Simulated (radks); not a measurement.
Values are calculated unless marked as measured or tabulated.
Initial-state core-level shifts of neutral barium when its valence configuration changes from [Xe] 6s2. Level of theory: Dirac Kohn-Sham, PBE, spin-unpolarised, spherical densities, point nucleus; open shells are shared between the two j in proportion to 2j + 1 (a radial shooting solver on a logarithmic mesh with Libxc functionals). Shifts are changes of the shell-averaged eigenvalues in eV (positive: less bound).

valence      1s      2s      3s      4s
5d1 6s1  +1.224  +1.300  +1.291  +1.282
5d2      +1.961  +2.094  +2.080  +2.071
4f1 6s1  -1.635  -1.514  -1.350  -1.401
6s1 6p1  -1.171  -1.171  -1.172  -1.168
6p2      -2.262  -2.260  -2.264  -2.256
5d1 6p1  +0.155  +0.241  +0.228  +0.219
